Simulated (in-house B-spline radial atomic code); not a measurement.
Computed with a B-spline radial atomic code. Model: two electrons, singlet ground state, non-relativistic, full CI in B-splines with partial waves to l = 8 (at full coupling up to 3e-4 hartree above the limit, correlation up to 0.6 % small), density held at that of full coupling by Lieb maximisation.

W(λ) is the mean repulsion in the state of coupling λ less the Hartree energy of the fixed density. Its start is exact exchange, its initial slope is twice the second-order Görling-Levy correlation energy, and its area from 0 to 1 is E_xc. A straight curve means weak, dynamic correlation, and a curve that drops fast and flattens means strong correlation.

Command:
```bash
python run_ac.py task.json out
```
Settings (lengths in bohr, energies in hartree):
```
potential              dot
strength               0.278
lmax                   8
second                 0.5
```

Time taken, with all properties: 20 s on 1 thread of Intel(R) Xeon(R) Processor @ 2.30GHz, with other jobs on the host.

**W = mean repulsion less Hartree energy, and W of three functionals.**

Given: confinement charge in harmonic well; well frequency 0.278 hartree; nuclear charge 0.5; external potential omega^2 r^2/2 - Z/r.

Computed: LDA exchange minus exact 66.904 millihartree; SCAN exchange minus exact 2.4549 millihartree.

```csv
coupling,W xc (hartree),W xc minus exchange (millihartree),kinetic minus Kohn-Sham (millihartree),LDA (PW92) W minus its exchange (millihartree),PBE W minus its exchange (millihartree),SCAN W minus its exchange (millihartree)
0,-0.45498,0,0,0,0,0
0.02,-0.45684,-1.86,0.02,-10.06,-2.53,-1.86
0.05,-0.45956,-4.58,0.11,-19.91,-6.24,-4.53
0.12,-0.46559,-10.615,0.62,-36.57,-14.36,-10.38
0.25,-0.47575,-20.775,2.49,-58.42,-27.6,-20.12
0.4,-0.48603,-31.047,5.81,-76.99,-40.54,-29.98
0.6,-0.49775,-42.768,11.64,-95.97,-54.97,-41.32
0.8,?,?,?,?,?,?
1,-0.51616,-61.177,26.17,-123.33,-77.34,-59.55
1.4,?,?,?,?,?,?
2,-0.54513,-90.147,68.15,-164.2,-113.11,-89.6
3,-0.56207,-107.09,109.87,-188.37,-135.13,-107.89
4.5,-0.57769,-122.71,167.44,-211.6,-156.7,-124.85
7,-0.59255,-137.57,251.02,-235.12,-178.83,-140.39
10,-0.6028,-147.82,336.81,-252.43,-195.26,-150.21
```

Question: What belongs in the row 0.8?

Answer: W xc (hartree): -0.50766; W xc minus exchange (millihartree): -52.685; kinetic minus Kohn-Sham (millihartree): 18.55; LDA (PW92) W minus its exchange (millihartree): -110.96; PBE W minus its exchange (millihartree): -67.04; SCAN W minus its exchange (millihartree): -51.07.

Question: What belongs in the row 1.4?

Answer: W xc (hartree): -0.52993; W xc minus exchange (millihartree): -74.95; kinetic minus Kohn-Sham (millihartree): 42.58; LDA (PW92) W minus its exchange (millihartree): -142.86; PBE W minus its exchange (millihartree): -94.16; SCAN W minus its exchange (millihartree): -73.61.

Question: What is the PBE exchange minus exact?

Answer: 18.022 millihartree.

**Energy parts, natural occupations and partial-wave weights.**

Computed: exchange energy -0.45498 hartree; correlation energy -0.035003 hartree; kinetic part of the DFT correlation energy 0.026174 hartree; initial slope twice GL2 -0.093945 hartree; kinetic part over minus potential part 0.42784; Hartree energy 0.90996 hartree; Kohn-Sham kinetic 0.4875 hartree.

```tsv
natural	occupation of the shell (electrons)
s	1.9452
p	0.045873
s	0.0071248
d	0.001082
p	?
f	0.00012097
```

Question: What belongs in the row p?

Answer: occupation of the shell (electrons): 0.0003928.

| wave | weight |
| --- | --- |
| s | 0.97619 |
| p | 0.023144 |
| d | ? |
| f | 6.7819e-05 |
| g | 1.4767e-05 |

Question: What belongs in the row d?

Answer: weight: 0.00057214.

Question: What is the total energy?

Answer: 0.6018 hartree.

Question: What is the Lieb Oxford ratio E_xc over LDA exchange?

Answer: 1.2626.

Half-way to full coupling W has made 60 % of its drop, against 50 % for a straight line, and second-order (GL2) theory, half the initial slope, overshoots the correlation energy by about 34 %: a marked bend. Over couplings 0 to 1 the errors in E_xc come to about +22 millihartree for LDA, +8.0 millihartree for PBE, +3.5 millihartree for SCAN, so SCAN is nearest. In LDA and PBE the errors of exchange and correlation have opposite signs, so the sum is smaller than the larger of the two.
